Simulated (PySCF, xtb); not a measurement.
Si(H)3(NiPr2) (C6H17NSi), SMILES CC(N([SiH3])C(C)C)C. One conformer was computed; it need not be the lowest.

Harmonic wavenumbers (cm⁻¹) from GFN2-xTB (xtb) at its own minimum, in rising order: 50, 56, 89, 153, 200, 232, 247, 255, 284, 296, 311, 337, 350, 446, 485, 524, 574, 607, 694, 771, 810, 837, 898, 917, 931, 936, 972, 973, 1019, 1068, 1127, 1134, 1150, 1151, 1206, 1236, 1317, 1322, 1364, 1393, 1394, 1397, 1406, 1417, 1484, 1489, 1492, 1493, 1507, 1513, 1519, 1521, 2147, 2241, 2259, 2903, 2912, 3021, 3022, 3027, 3027, 3039, 3040, 3042, 3043, 3046, 3050, 3060, 3064.

What does B3LYP-D3(BJ)/def2-SVP (PySCF) give at its own minimum? (The exact figures need the calculation; the answer reports its results.)

39, 72, 82, 155, 211, 224, 246, 250, 302, 305, 324, 344, 371, 442, 489, 512, 671, 700, 706, 861, 877, 917, 921, 927, 940, 941, 969, 998, 1021, 1034, 1138, 1144, 1165, 1171, 1217, 1242, 1336, 1346, 1384, 1385, 1387, 1403, 1406, 1442, 1457, 1457, 1462, 1464, 1475, 1481, 1484, 1495, 2160, 2200, 2224, 2994, 3025, 3031, 3034, 3037, 3041, 3107, 3112, 3114, 3118, 3131, 3133, 3137, 3142. Paired by order, the mean absolute difference is 30 cm⁻¹ and the zero-point energies are 136.2 and 138.0 kcal/mol.
